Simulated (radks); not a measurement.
The numbers below are computed, except where a source is named.
How relativity changes the ionisation of the potassium ion K2+ ([Ne] 3s2 3p5) to K3+ ([Ne] 3s2 3p4). Spin-unpolarised spherical Kohn-Sham, BLYP, point nucleus unless stated (finite: rms radius 3.4349 fm), a radial shooting solver on a logarithmic mesh with Libxc functionals. A level marked "c x" has the speed of light scaled by that factor and shares open shells by 2j + 1; other Dirac levels either fill j = l - 1/2 first or share by 2j + 1.

level                               E(K2+) (hartree)  E(K3+) (hartree)  IE (eV)   HOMO  <r> HOMO (bohr)
non-rel.                                  -598.59825        -596.88043   46.744     3p            1.357
scalar-rel.                               -600.98198        -599.26412   46.745     3p            1.356
scalar-rel., finite nucleus               -600.98110        -599.26325   46.745     3p            1.356
Dirac, 2j+1 shares                        -600.98515        -599.26726   46.746  3p3/2            1.358
Dirac, low j first                        -600.98883        -599.27539   46.625  3p3/2            1.358
Dirac, 2j+1 shares, finite nucleus        -600.98427        -599.26639   46.746  3p3/2            1.358
Dirac, c x 0.75                           -602.87325        -601.15530   46.748  3p3/2            1.359
Dirac, c x 1.5                            -599.65354        -597.93569   46.745  3p3/2            1.358
Dirac, c x 2                              -599.19077        -597.47293   46.745  3p3/2            1.357

NIST Atomic Spectra Database: 45.803 eV (semi-empirical). The relativistic part of the total energy of K2+ is -2.386 hartree (Dirac, 2j+1 shares, finite nucleus), 0.4 % of the non-relativistic value. Spin polarisation and multiplet splitting of open shells are left out at every level.

Beside tabulated values, note that spin-unpolarised runs miss the spin-polarisation part of the exchange energy of open shells.
